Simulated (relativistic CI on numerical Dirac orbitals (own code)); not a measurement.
## Spin-allowed bands of a d8 ion in an octahedral site, by hand

Problem. Take Δ = 13800 cm⁻¹ and B = 600 cm⁻¹ for a d8 ion in an octahedral site. Calculate the three spin-allowed bands.

Working.
1. The terms of highest spin are 3F (energy 0) and 3P (15B = 9000 cm⁻¹). Here the F term splits into A2 at −1.2Δ = -16560, T2 at −0.2Δ = -2760 and T1 at +0.6Δ = 8280 cm⁻¹.
2. The two T1 states mix through the element 0.4Δ: H = [[8280, 5520], [5520, 9000]], with roots ½(H₁₁ + H₂₂) ∓ ½√[(H₂₂ − H₁₁)² + 4H₁₂²] = ½(17280) ∓ ½(11063) = 3108 and 14172 cm⁻¹.
3. The ground term is 3A2 at -16560 cm⁻¹.
4. Bands: 3T2 13800 cm⁻¹ (725 nm), 3T1(F) 19668 cm⁻¹ (508 nm), 3T1(P) 30732 cm⁻¹ (325 nm).

Check. Exact diagonalisation of the whole d8 shell with these parameters gives 3T2 13800, 3T1 19668, 3T1 30732 cm⁻¹. The match is exact, since without spin-orbit coupling no other term has this spin. The ratio of the second band to the first, 1.425, depends on Δ/B = 23.0 alone, which is how a Tanabe-Sugano diagram is read.
